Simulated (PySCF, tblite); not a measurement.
Species: C₇H₁₀N₄.
Numbering: `[CH3:1][CH2:2][CH2:3][n:4]1[n:5][n:6][c:7]([CH3:8])[c:9]1[C:10]#[N:11]` (hydrogens: H12, H13, H14 on C1; H15, H16 on C2; H17, H18 on C3; H19, H20, H21 on C8)

Structure used (GFN2-xTB), in Å, numbered top down from 1:
```
atom  x, y, z in Å
C1    -3.4186   -0.1122    0.2967
C2    -1.9296   -0.4081    0.4058
C3    -1.1582    0.2219   -0.7573
N4     0.2401   -0.0947   -0.6865
N5     0.8058   -0.9795   -1.4797
N6     2.0470   -1.0938   -1.1758
C7     2.3445   -0.2775   -0.1522
C8     3.6935   -0.1733    0.4488
C9     1.1659    0.3915    0.1905
C10    0.8973    1.3483    1.1680
N11    0.6881    2.1349    1.9776
H12   -3.9535   -0.5762    1.1210
H13   -3.5979    0.9599    0.3306
H14   -3.8187   -0.5015   -0.6366
H15   -1.7641   -1.4876    0.3960
H16   -1.5449   -0.0123    1.3490
H17   -1.2806    1.3097   -0.7418
H18   -1.5197   -0.1709   -1.7105
H19    3.7492   -0.7803    1.3530
H20    4.4314   -0.5395   -0.2595
H21    3.9141    0.8581    0.7173
```

Computed with PBE0/pcSseg-1 in PySCF (dipole) on a GFN2-xTB geometry, gas phase.

Masses are those of the commonest isotopes; rigid-rotor values at the optimised geometry. The values belong to one conformer with, in the numbering `[CH3:1][CH2:2][CH2:3][n:4]1[n:5][n:6][c:7]([CH3:8])[c:9]1[C:10]#[N:11]`, C1–C2–C3–N4 -178°, C2–C3–N4–N5 105°.

Task: What are A, B and C (cm⁻¹)?

Result: Ia = 278.05, Ib = 632.59, Ic = 856.14 u·Å²; 505379 MHz·u·Å²/I gives 1818, 798.9 and 590.3 MHz, that is A = 0.06063, B = 0.02665, C = 0.01969 cm⁻¹.

Task: Classify the top.

Result: An asymmetric top. Ray's parameter κ = (2B − A − C)/(A − C) = -0.660; −1 is the prolate and +1 the oblate limit.

Task: Is it planar, by Δ = Ic − Ia − Ib?

Result: Not planar: Δ = Ic − Ia − Ib = -54.51 u·Å². For a rigid frame Δ = −2 Σ m c², so Σ m c² = 27.25 u·Å² lies off the ab plane: 10.09 from hydrogen and 17.17 from heavier atoms. The atom farthest from that plane is 1.52 Å away.

Task: Where do the levels up to J = 5 lie, in cm⁻¹?

Result: Above 0(0,0):
J = 1: 1(0,1) 0.0463, 1(1,1) 0.0803, 1(1,0) 0.0873
J = 2: 2(0,2) 0.1381, 2(1,2) 0.1660, 2(1,1) 0.1869, 2(2,1) 0.2888, 2(2,0) 0.2898
J = 3: 3(0,3) 0.2733, 3(1,3) 0.2941, 3(1,2) 0.3357, 3(2,2) 0.4279, 3(2,1) 0.4326, 3(3,1) 0.6157, 3(3,0) 0.6158
J = 4: 4(0,4) 0.4500, 4(1,4) 0.4638, 4(1,3) 0.5328, 4(2,3) 0.6125, 4(2,2) 0.6259, 4(3,2) 0.8028, 4(3,1) 0.8034, 4(4,1) 1.0635, 4(4,0) 1.0635
J = 5: 5(0,5) 0.6663, 5(1,5) 0.6747, 5(1,4) 0.7767, 5(2,4) 0.8420, 5(2,3) 0.8708, 5(3,3) 1.0370, 5(3,2) 1.0393, 5(4,2) 1.2973, 5(4,1) 1.2974, 5(5,1) 1.6324, 5(5,0) 1.6324
The levels of one J sum to (2J + 1)J(J + 1)(A + B + C)/3.

Task: Which lines would a microwave search look for?

Result: The dipole components are |μa| = 1.59 D, |μb| = 0.18 D, |μc| = 0.12 D. The squared components, which scale the intensities, stand as 1.00 : 0.01 : 0.01 (a : b : c). Some lines, for components of 0.1 D or more:

```csv
type,branch,"J(Ka,Kc)",MHz,lower level (cm⁻¹)
c,Q,"2(1,2) ← 2(0,2)",839,0.138
a,Q,"5(2,3) ← 5(2,4)",862,0.842
b,Q,"3(1,2) ← 3(0,3)",1870,0.273
b,Q,"4(1,3) ← 4(0,4)",2482,0.450
c,Q,"3(2,2) ← 3(1,2)",2763,0.336
b,R,"4(1,3) ← 3(2,2)",3145,0.428
b,R,"2(1,2) ← 1(0,1)",3588,0.046
a,R,"3(1,3) ← 2(1,2)",3838,0.166
c,Q,"5(3,3) ← 5(2,3)",4983,0.871
a,R,"4(2,2) ← 3(2,1)",5795,0.433
b,R,"5(0,5) ← 4(1,4)",6071,0.464
b,R,"2(2,0) ← 1(1,1)",6280,0.080
a,R,"5(3,2) ← 4(3,1)",7073,0.803
a,R,"5(1,4) ← 4(1,3)",7314,0.533
c,R,"3(2,1) ← 2(1,1)",7364,0.187
b,Q,"5(4,2) ← 5(3,3)",7804,1.037
c,R,"3(2,2) ← 2(1,2)",7849,0.166
b,R,"4(2,3) ← 3(1,2)",8297,0.336
b,R,"5(2,4) ← 4(1,3)",9271,0.533
c,R,"3(3,0) ← 2(2,0)",9773,0.290
b,R,"4(2,2) ← 3(1,3)",9947,0.294
c,R,"5(2,3) ← 4(1,3)",10132,0.533
c,R,"5(2,4) ← 4(1,4)",11339,0.464
c,R,"4(4,1) ← 3(3,1)",13423,0.616
c,R,"5(4,2) ← 4(3,2)",14825,0.803
c,R,"5(5,1) ← 4(4,1)",17057,1.063
```

Its GFN2-xTB frequencies are all real (lowest 20 cm⁻¹). No vibrational averaging or centrifugal distortion is included, and the geometry carries the error of its method. A rigid rotor knows nothing of internal rotation, which can split or shift real lines. Quadrupole hyperfine structure (14N) is left out.
